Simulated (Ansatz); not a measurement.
CH8FNOSi2, SMILES `CN([SiH2]O)[SiH2]F`, 14 atoms. The species carries charge 0 and has multiplicity 1. All runs use 2 threads of an AMD EPYC 7R13 on a shared host and a share of an NVIDIA H100 80 GB. Correlated methods freeze the cores. Open-shell runs search over several starts.

**Question.** Give the basis size and wall time and peak host memory of each of these runs in Ansatz. direct RPA on PBE orbitals/def2-TZVPP energy; RKS HSE06 (plane-wave form)-D4/def2-TZVPP energy; RKS CAM-B3LYP-D4/def2-TZVPP energy; RHF-MP2/def2-QZVPP energy; RKS ωB97M-V/def2-QZVPP energy; RKS B2PLYP (frozen core)/def2-TZVPP energy; UKS B3LYP-D4/def2-TZVPP energy of the cation; UHF-MP2/def2-QZVPP energy of the cation; RHF-CCSD(T)/def2-TZVPP energy; UKS ωB97X-V/def2-TZVPP energy of the cation; UKS PBE-D4/def2-TZVPP energy of the cation; RKS BHLYP-D4/def2-TZVPP energy. (Best estimate.)

**Answer.** Computed: Other jobs shared the machine, so times are rough.

```json
{"level": "RKS BHLYP-D4/def2-TZVPP", "job": "energy", "functions": "320", "wall time": "5 s", "peak host memory (GiB)": "0.86"}
{"level": "RHF-MP2/def2-QZVPP", "job": "energy", "functions": "608", "wall time": "7 s", "peak host memory (GiB)": "1.2"}
{"level": "RKS CAM-B3LYP-D4/def2-TZVPP", "job": "energy", "functions": "320", "wall time": "7 s", "peak host memory (GiB)": "0.86"}
{"level": "RKS HSE06 (plane-wave form)-D4/def2-TZVPP", "job": "energy", "functions": "320", "wall time": "7 s", "peak host memory (GiB)": "0.86"}
{"level": "direct RPA on PBE orbitals/def2-TZVPP", "job": "energy", "functions": "320", "wall time": "7 s", "peak host memory (GiB)": "1.4"}
{"level": "RKS B2PLYP (frozen core)/def2-TZVPP", "job": "energy", "functions": "320", "wall time": "7.5 s", "peak host memory (GiB)": "1.4"}
{"level": "RKS ωB97M-V/def2-QZVPP", "job": "energy", "functions": "608", "wall time": "11 s", "peak host memory (GiB)": "1.2"}
{"level": "UKS B3LYP-D4/def2-TZVPP", "job": "energy of the cation", "functions": "320", "wall time": "15 s", "peak host memory (GiB)": "0.91"}
{"level": "UKS PBE-D4/def2-TZVPP", "job": "energy of the cation", "functions": "320", "wall time": "17 s", "peak host memory (GiB)": "0.91"}
{"level": "UHF-MP2/def2-QZVPP", "job": "energy of the cation", "functions": "608", "wall time": "20 s", "peak host memory (GiB)": "1.3"}
{"level": "UKS ωB97X-V/def2-TZVPP", "job": "energy of the cation", "functions": "320", "wall time": "22 s", "peak host memory (GiB)": "1.1"}
{"level": "RHF-CCSD(T)/def2-TZVPP", "job": "energy", "functions": "320", "wall time": "62 s", "peak host memory (GiB)": "1.4"}
```

B3LYP here is the variant with VWN-RPA as its local correlation; programs differ in this.
